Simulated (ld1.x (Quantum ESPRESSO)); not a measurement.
## What the settings do to the RRKJ potential of Ta

Base potential:

```json
{
 "Element": "tantalum",
 "Generator": "ld1.x (Quantum ESPRESSO) 7.5",
 "Type": "norm-conserving RRKJ (Kleinman–Bylander form)",
 "Functional": "PBE",
 "Relativity": "scalar-relativistic",
 "Frozen core": "[Xe] 4f14",
 "Valence charge": "5",
 "Reference configuration": "5d3 6s2 6p0",
 "Partial waves": "6p (bound, empty): rc 4.20 bohr; 5d (bound): rc 1.85 bohr; 6s (bound): rc 2.00 bohr",
 "Local potential": "the s channel",
 "Core correction": "Bessel-smoothed model core inside 1.05 bohr",
 "rho0": "0.005"
}
```

Cutoffs, loose and tight: the cutoffs (Ry, on a coarse ladder) from which the occupation-weighted sum of valence levels, in a spherical-Bessel basis at the reference potential, stays within 10 and 1 mRy of its value at 400 Ry. They do not see the model core or the augmentation charge, which bear on the density cutoff. Test errors are all-electron minus pseudo excitation energies from the reference, over the configurations 5d3 6s1 6p0; 5d3 6s0 6p0; 5d2 6s0 6p0; 5d3 6s1 6p1; 5d3 6s1.5 6p0; 5d3 6s0 6p2; 5d1 6s0 6p0. A dash means not determined; rows that change the core or the reference have their own tests.

| change | outcome | cutoff, loose | cutoff, tight | bound ghosts | largest test error (meV) |
| --- | --- | --- | --- | --- | --- |
| base | generated | 25 Ry | 60 Ry | none | -953 |
| core correction Bessel-smoothed model core inside 0.78 bohr | generated | 25 Ry | 60 Ry | none | -953 |
| core correction Bessel-smoothed model core inside 1.04 bohr | generated | 25 Ry | 60 Ry | none | -953 |
| core correction Bessel-smoothed model core inside 1.32 bohr | generated | 25 Ry | 60 Ry | none | -953 |
| core correction Bessel-smoothed model core inside 1.50 bohr | generated | 25 Ry | 60 Ry | none | -953 |
| core correction Bessel-smoothed model core inside 1.78 bohr | generated | 25 Ry | 60 Ry | none | -950 |
| core correction Bessel-smoothed model core inside 1.96 bohr | generated | 25 Ry | 60 Ry | none | -940 |
| core correction Bessel-smoothed model core inside 2.22 bohr | generated | 25 Ry | 60 Ry | none | -897 |

**Question.** What comes out with this change to the base: core correction none?

**Answer.** outcome: generated; cutoff, loose: 25 Ry; cutoff, tight: 60 Ry; bound ghosts: none; largest test error (meV): +339.
